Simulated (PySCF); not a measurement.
## From computed data to an observable: oscillator strength and radiative lifetime

Zn(F)(Et) (C2H5FZn), SMILES [F][Zn][CH2]C.

Geometry optimised at B3LYP-D3(BJ)/def2-SVP. The structure was generated by enumeration; whether it is a known compound was not checked. The values are those of a single conformer.

PySCF with TDDFT-PBE/def2-SVPD puts the first singlet state with f over 0.02 at 6.08 eV (vertical), with the transition dipole (-0.300, -0.946, 0.000) in atomic units.

Task: Find the oscillator strength, the wavelength and the radiative lifetime that this transition would have in vacuum if emission retraced absorption.

Result: 
|μ|² = 0.9849 au, so |μ| = 2.52 D. ΔE = 6.08/27.211 = 0.2234 hartree. f = (2/3) ΔE |μ|² = 0.147 (the program prints 0.147).
λ = 1239.84/6.08 = 204 nm; ν = 49038 cm⁻¹.
Einstein's coefficient A = 0.6670 ν² f s⁻¹ (ν in cm⁻¹) = 2.4e8 s⁻¹, so τ = 1/A = 4.2 ns. This state is S1. The figure is the radiative limit of this one transition; relaxation, internal conversion, crossing to triplets and a medium change what is measured.
